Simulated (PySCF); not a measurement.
Species: BGeH8NSi.
Atom-mapped SMILES: `[BH2:1][GeH2:2][NH:3][SiH3:4]` (hydrogens: H5, H6 on B1; H7, H8 on Ge2; H9 on N3; H10, H11, H12 on Si4)

A GFN2-xTB structure was refined with PBE0-D3(BJ)/def2-SVP geometry optimisation, gas phase (PySCF). Its GFN2-xTB values:

```
   coordinate  GFN2-xTB
       B1–Ge2   2.014 Å
        B1–H5   1.136 Å
       Ge2–N3   1.844 Å
       Ge2–H7   1.517 Å
       Ge2–H8   1.498 Å
       N3–Si4   1.676 Å
        N3–H9   1.012 Å
      Si4–H10   1.472 Å
    B1–Ge2–N3    113.3°
    B1–Ge2–H7    114.5°
    B1–Ge2–H8    115.3°
    Ge2–B1–H6    119.5°
    N3–Ge2–H7    107.4°
    N3–Ge2–H8    103.6°
   N3–Si4–H12    105.8°
    H7–Ge2–H8    101.5°
B1–Ge2–N3–Si4     -178°
```

**Question.** How do these coordinates change at the PBE0-D3(BJ)/def2-SVP level?

**Answer.** 
```csv
coordinate,PBE0-D3(BJ)/def2-SVP (Å or °),change
B1–H5,1.207,+0.071
N3–Si4,1.733,+0.057
Ge2–H8,1.542,+0.044
B1–Ge2,2.055,+0.041
Ge2–H7,1.555,+0.038
Si4–H10,1.501,+0.029
N3–H9,1.016,+0.004
Ge2–N3,1.847,+0.003
B1–Ge2–H7,108.0,-6.5
H7–Ge2–H8,106.5,+5.0
N3–Si4–H12,110.0,+4.2
N3–Ge2–H7,111.3,+3.9
N3–Ge2–H8,106.1,+2.5
B1–Ge2–N3,110.8,-2.5
Ge2–B1–H6,121.3,+1.8
B1–Ge2–H8,114.0,-1.3
B1–Ge2–N3–Si4,-160,+18
```

The energy falls by 0.238 eV over 13 energy and gradient evaluations, the largest force component goes from 0.0346 to 4.0e-04 Eh/bohr, and the atoms move by 0.256 Å rms after alignment. The bond that changes most is B1–H5 (three-coordinate boron to B–H hydrogen), which lengthens by 0.071 Å. Bonds longer at the end by more than 0.005 Å: 9 of 11; shorter: 0. Among the dihedrals that turn most is H7–Ge2–N3–Si4, from 55° to 80°. Rotational constants go from 12724, 1567, 1441 to 11490, 1522, 1401 MHz.

The run used 118 basis functions and 81 SCF cycles in all.

No PBE0-D3(BJ)/def2-SVP frequencies stand behind this structure, so it isn't proved a minimum. The numbers are those of one conformer.
